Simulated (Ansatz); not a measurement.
Species: CH$_{4}$BO$_{3}$ (charge 0, doublet). SMILES: COB([O])O
Geometry: optimised at B3LYP-D3(BJ)/def2-TZVP (Ansatz, a quantum-chemistry and plane-wave program).

Property: size of the dipole moment, in D. Set-up: non-relativistic; no spin-orbit coupling; 6-311+G** with 5d; LANL2DZ all-electron up to Ne; six Cartesian d functions in 6-31G* and its kin unless marked 5d; open shells spin-unrestricted; no dispersion term unless named. Ab initio and DFT rows: single points at B3LYP-D3(BJ) geometries (Ansatz).

```csv
level,program,size of the dipole moment (D)
B3LYP/STO-3G,Ansatz,1.49
B3LYP/3-21G,Ansatz,2.23
B3LYP/LANL2DZ,Ansatz,2.43
B3LYP/6-31G,Ansatz,2.35
B3LYP/6-31G*,Ansatz,2.00
B3LYP/6-31+G*,Ansatz,2.10
B3LYP/6-31G**,Ansatz,2.01
B3LYP/def2-SVP,Ansatz,2.07
B3LYP/cc-pVDZ,Ansatz,1.99
B3LYP/6-311+G**,Ansatz,2.11
```

No value to compare with is used here. The 10 habitual levels span 1.49 (B3LYP/STO-3G) to 2.43 D (B3LYP/LANL2DZ).

The sets are all those run for this method; left out are runs that failed, that the program found above a lower state of the same kind, or whose <S^2> lies over 0.5 above the pure value.
